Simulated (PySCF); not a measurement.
H3OSi, SMILES [O][SiH3], multiplicity 2.

The structure is a stationary point at B3LYP-D3(BJ)/def2-TZVP. The isomer is the one that the SMILES or the coordinates give; other isomers of the formula were not compared.

Two levels are set side by side: PBE/def2-TZVPD (PySCF) and PBE0/def2-TZVPD (PySCF). Same geometry, gas phase. Differences are taken from unrounded values.

```json
[
 {"quantity": "α-spin orbital gap (eV)", "PBE0": "8.98", "PBE": "6.39", "PBE minus PBE0": "-2.60"},
 {"quantity": "β-spin orbital gap (eV)", "PBE0": "4.06", "PBE": "0.67", "PBE minus PBE0": "-3.39"},
 {"quantity": "dipole moment (D)", "PBE0": "1.70", "PBE": "1.96", "PBE minus PBE0": "0.26"},
 {"quantity": "mean polarisability (bohr³)", "PBE0": "33.9", "PBE": "37.1", "PBE minus PBE0": "3.2"}
]
```

PBE's more diffuse valence density responds more strongly to a field. Differences between two approximate levels are no errors against the true value.

Rough cost on one machine, each run with all the roots and properties that it gave: PBE0 against PBE within a factor of 2.
